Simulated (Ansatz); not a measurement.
Molecule: CH₅Al, charge 0, multiplicity 1. 
Coordinates optimised at B3LYP-D3(BJ)/def2-TZVP (Ansatz, a first-principles code):
SMILES: [CH3][AlH2]
```xyz
7

C     -1.2332    -0.0346     0.1111
Al     0.7126     0.0257    -0.0661
H     -1.6831    -0.6311    -0.6886
H     -1.5140    -0.5251     1.0496
H     -1.6987     0.9525     0.1013
H      1.5319    -1.3232    -0.2072
H      1.4994     1.4007    -0.0623
```

Atomisation energy built up term by term with Ansatz (kcal/mol; UHF references for open shells; valence terms freeze the core; atomic spin-orbit terms are left out). Basis-set limits of correlation are two-point, X^-3; Hartree-Fock from the larger set (for Q and 5 zeta extrapolated as (X+1)exp(-9√X)).

```json
[
 {"term": "Hartree-Fock", "basis": "CBS(cc-pV(Q+d)Z,cc-pV(5+d)Z)", "kcal/mol": "401.90"},
 {"term": "CCSD correlation", "basis": "CBS(cc-pV(Q+d)Z,cc-pV(5+d)Z)", "kcal/mol": "111.93"},
 {"term": "(T)", "basis": "CBS(cc-pV(Q+d)Z,cc-pV(5+d)Z)", "kcal/mol": "4.34"},
 {"term": "core correlation", "basis": "cc-pwCVTZ", "kcal/mol": "0.41"},
 {"term": "scalar relativity (X2C)", "basis": "cc-pVTZ-DK against cc-pVTZ", "kcal/mol": "-0.60"},
 {"term": "sum: De", "basis": "", "kcal/mol": "518.0"}
]
```

(T) makes 0.8 % of the CCSD(T) atomisation energy; under 5 % is typical of single-reference molecules.
